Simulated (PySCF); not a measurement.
**Dipole response of Co²⁺ (cobalt, charge +2)**

[Ar] 3d7, high-spin 4F determinant. Calculation: PySCF 2.14, in ANO-RCC-VTZP (6s5p3d2f1g, 59 functions); scalar relativity by spin-free X2C-1e. Coupled (time-dependent) response in atomic units; α is the mean over directions. The basis has no added diffuse functions, which lowers α and C₆.

| method | mean α (bohr³) | C₆ (like pair) | S(−4) |
| --- | --- | --- | --- |
| UHF | 2.985 | 8.658 | 4.119 |
| PBE | 3.569 | 10.09 | 8.317 |
| PBE0 | 3.371 | 9.635 | 6.591 |

S(−4) is the Cauchy moment in α(ω) = α(0) + S(−4) ω² + …

α(iu) at PBE0:

```json
{"u (hartree)": "0", "α(iu) (bohr³)": "3.371"}
{"u (hartree)": "0.0500", "α(iu) (bohr³)": "3.354"}
{"u (hartree)": "0.100", "α(iu) (bohr³)": "3.307"}
{"u (hartree)": "0.200", "α(iu) (bohr³)": "3.139"}
{"u (hartree)": "0.300", "α(iu) (bohr³)": "2.917"}
{"u (hartree)": "0.500", "α(iu) (bohr³)": "2.472"}
{"u (hartree)": "0.750", "α(iu) (bohr³)": "2.046"}
{"u (hartree)": "1.00", "α(iu) (bohr³)": "1.747"}
{"u (hartree)": "1.50", "α(iu) (bohr³)": "1.343"}
{"u (hartree)": "2.00", "α(iu) (bohr³)": "1.062"}
{"u (hartree)": "3.00", "α(iu) (bohr³)": "0.6924"}
{"u (hartree)": "5.00", "α(iu) (bohr³)": "0.3422"}
```

For an ion, C₆ is the dispersion term alone; charge-induced terms of lower order in 1/R come first.
